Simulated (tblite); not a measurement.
C₅H₁₀NSi₂ (doublet state).
Structure used (GFN2-xTB), in Å, numbered top down from 1:
```xyz
18
C5H10NSi2 angstrom
C      1.9658    3.1599   -1.2208
C      1.3379    2.3081   -0.6392
Si     0.4781    1.0697    0.4279
Si    -1.8188    0.9628    0.4194
N     -1.6966   -0.5988   -0.3040
C     -0.5609   -0.9280   -1.1478
C      0.7518   -0.6522   -0.4124
C      1.0290   -1.7457    0.6134
H      2.4940    3.8906   -1.7640
H     -2.6375    1.9133   -0.3553
H     -2.4677    0.7594    1.7187
H     -2.5337   -1.0861   -0.5783
H     -0.5794   -0.3503   -2.0872
H     -0.6242   -1.9891   -1.4174
H      1.5633   -0.6397   -1.1449
H      1.9382   -1.5300    1.1717
H      1.1511   -2.7149    0.1280
H      0.2010   -1.8226    1.3158
```

All values are computed: GFN2-xTB (tblite) harmonic vibrations without scaling, gas phase. The method is semi-empirical: single wavenumbers can be off by several per cent or more. Modes of hydrogen on silicon can be 10 to 20 % off. One conformer, not necessarily the lowest. Open shells enter through the occupations alone, without spin polarisation, and single modes of such species can be off by tens of per cent.

Harmonic wavenumbers (cm⁻¹): 41.9, 78.6, 91.1, 169.9, 223.7, 230.0, 240.8, 274.3, 298.2, 352.8, 371.4, 453.7, 467.5, 546.8, 560.1, 631.0, 633.2, 667.8, 691.9, 699.0, 786.2, 833.1, 916.8, 957.6, 1004.1, 1047.4, 1121.3, 1157.9, 1165.3, 1247.1, 1276.9, 1310.3, 1367.8, 1416.1, 1504.1, 1506.3, 1517.0, 2113.5, 2137.1, 2199.8, 2819.2, 2912.5, 2939.1, 2991.3, 3019.4, 3025.8, 3342.8, 3469.4.

A = 1870, B = 1176, C = 879.0 MHz; mass 140.035 u (most abundant isotopes); point group C1, symmetry number 1; spin multiplicity 2.

Problem. Zero-point energy?

Solution. ½Σν̃ = 29414 cm⁻¹ = 84.10 kcal/mol.

Problem. Entropy at 298.15 K, 1 bar (ideal gas, RRHO, classical rotation)?

Solution. Translation 40.75, rotation 29.50, vibration 31.49, spin (R ln 2) 1.38: S = 103.1 cal/(mol K).

Problem. And Cp and H(298.15 K) − H(0)?

Solution. Cp = 41.58 cal/(mol K), of which vibrations give 33.63 (their classical limit is 48 R = 95.4); H(298.15 K) − H(0) = 7.43 kcal/mol without the zero-point energy, 5.06 from vibrations.

Problem. Blend soft modes into free rotors: weight 1/[1 + (100 cm⁻¹/ν̃)⁴] for the oscillator and the rest for a rotor with moment μB/(μ + B), μ = h/(8π²ν), B = 10⁻⁴⁴ kg m². What vibrational entropy results?

Solution. 29.10 cal/(mol K) in place of 31.49, which changes −T·S at 298.15 K by +0.71 kcal/mol.

Problem. How do the functions run with temperature in this model?

Solution. 
| T (K) | S (cal/(mol K)) | Cp (cal/(mol K)) | H − H(0) (kcal/mol) | G − H(0) (kcal/mol) | ln q(vib) |
| --- | --- | --- | --- | --- | --- |
| 50 | 60.6 | 13.0 | 0.50 | -2.53 | 0.55 |
| 100 | 71.5 | 19.3 | 1.31 | -5.85 | 1.75 |
| 373.15 | 113.2 | 48.4 | 10.82 | -31.43 | 9.44 |
| 500 | 128.8 | 58.0 | 17.59 | -46.79 | 12.98 |
| 750 | 154.9 | 71.1 | 33.84 | -82.37 | 19.53 |
| 1000 | 176.7 | 79.7 | 52.76 | -123.89 | 25.46 |

q(vib) and H(0) count from the zero-point level.

Problem. Which modes carry the vibrational entropy at 298.15 K?

Solution. 41.9 cm⁻¹: 5.17; 78.6 cm⁻¹: 3.93; 91.1 cm⁻¹: 3.64; 169.9 cm⁻¹: 2.44; 223.7 cm⁻¹: 1.93; 230.0 cm⁻¹: 1.88 cal/(mol K); the other 42 give 12.52 together.

Hindered rotation and anharmonicity are outside this model. Other conformers, if any are populated, would add a mixing term that is left out. The structure is chiral; the term R ln 2 for an equal mix with its mirror image is left out.
